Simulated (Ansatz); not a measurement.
Relaxation of C$_{2}$H$_{3}$BO (7 atoms, charge 0, multiplicity 1), to a largest force component of 0.02 eV/Å in at most 50 steps.

Theory: RKS PBE0/def2-SVP (Ansatz 0.2.0).

```xyz
7
Properties=species:S:1:pos:R:3
B -0.754 1.028 -0.765
C 0.064 0.432 0.190
C 0.439 -0.966 0.353
O 1.161 -1.396 1.220
H -1.431 1.499 -1.559
H 0.521 1.045 0.963
H 0.000 -1.642 -0.403
```

Q: Where does it end, and by what steps?

A: The run converged. After 4 steps the energy has fallen by 0.046 eV; H6 moved furthest, 0.05 Å.

```csv
step,energy less start (eV),largest force component (eV/Å),accepted
0,0.0000,0.847,yes
1,-0.0412,0.192,yes
2,-0.0455,0.070,yes
3,-0.0461,0.061,yes
4,-0.0463,0.013,yes
```

```xyz
7
Properties=species:S:1:pos:R:3
B -0.748 1.014 -0.758
C 0.074 0.430 0.206
C 0.441 -0.983 0.353
O 1.163 -1.412 1.220
H -1.445 1.525 -1.573
H 0.514 1.096 0.963
H 0.001 -1.671 -0.411
```

Whether the end is a true minimum wasn't checked by a vibrational analysis.

The run took 10 s on 1 thread of Arm Neoverse V2, with other jobs on the host, peak memory 0.14 GiB.
